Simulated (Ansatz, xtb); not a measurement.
Breaking the Se3–H4 bond in FHSeTe (SMILES F[Te][SeH]) (multiplicity 1 held, fragments rigid). Energies count from the point at 1.477 Å.
Geometry at that point (charge 0, multiplicity 1):
```json
[
 {"atom": "Te", "x (Å)": "0.4218", "y (Å)": "0.2981", "z (Å)": "0.7323"},
 {"atom": "F", "x (Å)": "1.5858", "y (Å)": "1.3313", "z (Å)": "-0.4238"},
 {"atom": "Se", "x (Å)": "-1.0581", "y (Å)": "-0.7511", "z (Å)": "-0.9716"},
 {"atom": "H", "x (Å)": "-0.2320", "y (Å)": "-1.9480", "z (Å)": "-1.2318"}
]
```

Active spaces are followed from a long bond inwards. Curves can end on different states.

Frozen-core correlation. Filled d and f shells under p-block atoms count as core.

Run with Ansatz (Gaussian orbitals); xtb for the GFN methods.  In def2 rows elements past Kr take small-core potentials, without spin–orbit coupling. The GFN methods have no spin term and hold the electronic entropy of 300 K.

Problem. Estimate the energy at R = 4.728 Å that FIC-MRCISD on CASSCF(4,3)/def2-SVP returns for this input.

Solution. 2.98 eV

Problem. Estimate the energy at R = 4.728 Å that GFN2-xTB returns for this input.

Solution. 3.08 eV

Problem. What energy at R = 4.728 Å does FIC-MRCISD+Q on CASSCF(4,3)/def2-SVP give?

Solution. 2.94 eV

Doubts at one or more of the structures used: active orbitals that take no part (FIC-MRCISD on CASSCF(4,3)/def2-SVP, FIC-MRCISD+Q on CASSCF(4,3)/def2-SVP).

Ansatz is an electronic-structure program.
